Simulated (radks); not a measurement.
Ionisation of neutral nitrogen, [He] 2s2 2p3, to [He] 2s2 2p2 as the strength of local exchange is varied. Method: scalar-relativistic Kohn-Sham, Slater X-alpha exchange (alpha = 2/3 is LDA exchange), no correlation, spin-polarised, spherical densities, point nucleus; open shells are filled with parallel spins first; computed with a radial shooting solver on a logarithmic mesh with Libxc functionals.

| alpha | E(N) (hartree) | exchange (hartree) | IE (eV) | -e of the level emptied (eV) | <r> of it (bohr) |
|---|---|---|---|---|---|
| 0.611 | -53.25482 | -5.30986 | 13.089 | 6.734 (2p) | 1.480 |
| 0.667 | -53.74350 | -5.84403 | 14.006 | 7.518 (2p) | 1.446 |
| 0.698 | -54.01573 | -6.14307 | 14.525 | 7.967 (2p) | 1.428 |
| 0.843 | -55.30518 | -7.57323 | 17.071 | 10.205 (2p) | 1.352 |
| 0.851 | -55.37709 | -7.65363 | 17.217 | 10.335 (2p) | 1.348 |
| 0.882 | -55.65651 | -7.96669 | 17.788 | 10.845 (2p) | 1.333 |
| 0.958 | -56.34662 | -8.74409 | 19.223 | 12.136 (2p) | 1.299 |

NIST Atomic Spectra Database: 14.534 eV (measured). The Delta-SCF value meets it near alpha = 0.70. Open shells are spherical and high-spin; term and fine-structure splittings are not resolved.
